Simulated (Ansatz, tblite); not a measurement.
Forces on AsH2(SiH3) (SiAsH₅) at its r2SCAN-D4/def2-TZVP geometry. Total charge 0; singlet.

The xTB rows come from tblite.

GFN1-xTB (tblite), largest force 0.79 eV/Å:

```xyz
7
positions Å, forces eV/Å
As    0.947    1.111   -0.611   -0.628   -0.256    0.188
H    -0.086    1.172   -1.726    0.217    0.011    0.300
H     0.144    2.071    0.255    0.155   -0.238   -0.241
Si   -0.105   -0.774    0.362    0.334    0.636   -0.326
H    -1.578   -0.636    0.485    0.481   -0.276    0.063
H     0.476   -0.984    1.713   -0.334   -0.129   -0.420
H     0.201   -1.959   -0.479   -0.225    0.251    0.436
```

GFN2-xTB (tblite), largest force 0.48 eV/Å:

```
As -0.376 -0.250 0.154
H 0.116 0.082 0.260
H 0.056 -0.153 -0.247
Si 0.161 0.225 -0.120
H 0.310 -0.084 -0.001
H -0.161 -0.009 -0.246
H -0.105 0.189 0.200
```

PBE-D4/def2-TZVP (Ansatz), largest force 0.41 eV/Å:

```
As 0.405 -0.044 -0.029
H -0.179 0.014 -0.174
H -0.143 0.151 0.136
Si -0.015 0.050 -0.020
H -0.182 0.006 0.021
H 0.072 -0.029 0.166
H 0.041 -0.148 -0.100
```
